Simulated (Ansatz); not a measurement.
This singlet lies 2.30 eV below the relaxed triplet at the level frozen-core CCSD(T)/cc-pVTZ // PBE0-D4/def2-SVP (Ansatz, a program for electronic structure).

Species: CH3NO, SMILES `N[C]O` (lower singlet; H–N–C–O torsion -180°, N–C–O–H torsion 0°) (charge 0, multiplicity 1).

Task: Give a relaxed geometry from PBE0-D4/def2-SVP (Ansatz).

Result: This is not unique; one that fits is the end point of this relaxation, one of several conformers (outside a Z-matrix the atoms follow the SMILES, hydrogens last).
Z-matrix (Å, degrees):
```
N
H 1 1.0114
C 1 1.3251 2 119.25
O 3 1.3174 1 112.85 2 -179.99
H 4 0.9835 3 113.63 1 -0.01
H 1 1.0300 2 116.37 3 180.00
```
